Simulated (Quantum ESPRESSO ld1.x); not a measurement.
Isoelectronic series with 41 electrons, each ion in its NIST ground configuration. Method: Dirac Kohn-Sham, PBEsol, spin-unpolarised, spherical densities, point nucleus; open shells fill j = l - 1/2 first; computed with ld1.x of Quantum ESPRESSO 7.5. Total energies (hartree) and orbital eigenvalues (eV) (* marks an orbital that is empty in some or all of the ions):

ion   configuration  E (hartree)     4d3/2    5s1/2*     4p3/2
Nb     [Kr] 4d4 5s1     -3818.01   -3.0761   -3.9865  -33.6893
Mo+        [Kr] 4d5     -4046.78  -10.4744   -9.7708  -44.3389
Tc2+       [Kr] 4d5     -4283.20  -22.5960  -18.2970  -60.4723
Ru3+       [Kr] 4d5     -4527.19  -37.4893  -28.5804  -79.4146
Rh4+       [Kr] 4d5     -4778.77  -54.7806  -40.4141  -100.745
Pd5+       [Kr] 4d5     -5037.95  -74.2727  -53.6878  -124.253
Ag6+       [Kr] 4d5     -5304.76  -95.8479  -68.3355  -149.822
Cd7+       [Kr] 4d5     -5579.23  -119.430  -84.3143  -177.375

4d3/2 drops below 5s1/2 between Nb and Mo+.
